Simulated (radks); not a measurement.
Fractional charge and spin in the 4s shell of germanium: the spin-up occupation runs from 0 to 1 and the spin-down occupation from 0 to 1; the fullest corner is Ge, [Ar] 3d10 4p(up 1, down 1) 4s(up 1, down 1). Calculated with a radial shooting solver on a logarithmic mesh with Libxc functionals: scalar-relativistic Kohn-Sham, PBE, spin-polarised, spherical densities, point nucleus. Energy (eV) minus the two flat planes that join the four corners (they meet along the diagonal where the two added fractions sum to one electron); zero is where a piecewise linear energy would lie.

| down \ up | 0 | 0.25 | 0.5 | 0.75 | 1 |
|---|---|---|---|---|---|
| 0 | 0.000 | -0.921 | -1.221 | -0.910 | 0.000 |
| 0.25 | -0.921 | -1.148 | -0.768 | 0.207 | -0.810 |
| 0.5 | -1.221 | -0.768 | 0.276 | -0.676 | -1.067 |
| 0.75 | -0.910 | 0.207 | -0.676 | -1.003 | -0.790 |
| 1 | 0.000 | -0.810 | -1.067 | -0.790 | 0.000 |

Corners above the fullest one (they belong to Ge+ and the next ion): (up 1, down 0) 15.885 eV, (up 0, down 1) 15.885 eV, (up 0, down 0) 42.057 eV. With half an added electron in each spin the energy lies 0.276 eV from the planes, and with half an added electron in spin up alone -1.221 eV. The planes are only a guide here: the flat-plane condition holds for ground states with one frontier orbital, while this shell lies below other occupied shells, so the corners above the fullest one are inner-hole states and not the ground states of those ions.
